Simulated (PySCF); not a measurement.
Q: Write Cartesian coordinates for ZrClF3 (`[F][Zr]([F])([F])[Cl]`) as optimised with PBE0-D3(BJ)/def2-SVP. (Singlet state.)

A: 
```xyz
5
ClF3Zr angstrom
Zr     0.0101    0.0058   -0.0796
Cl    -0.3127   -0.0995    2.2400
F      1.8589   -0.0092   -0.4658
F     -0.7480    1.5847   -0.7883
F     -0.8083   -1.4818   -0.9063
```

Any rigid rotation of these coordinates is as good. Atoms count from 1 in this order. All 3 F–Zr bonds measure 1.888 to 1.889 Å. Zr1 (zirconium bonded to Cl and 3 F) is tetrahedral (angles from 108.7° to 110.7°).

Bonds between heavy atoms (Å): Zr1–Cl2 2.344, Zr1–F3 1.889, Zr1–F4 1.889, Zr1–F5 1.888.

Method used: PBE0-D3(BJ)/def2-SVP geometry optimisation, gas phase, def2 core potentials past Kr (PySCF 2.14.0).

Point group: C3v (every atom within 0.08 Å of its image). Stationary, but not proved a minimum.

Hardware: one thread, Arm Neoverse V2 (aarch64) (shared host). Cost: 40 s wall, 0.36 GiB resident at most. That covers the optimisation of the geometry.
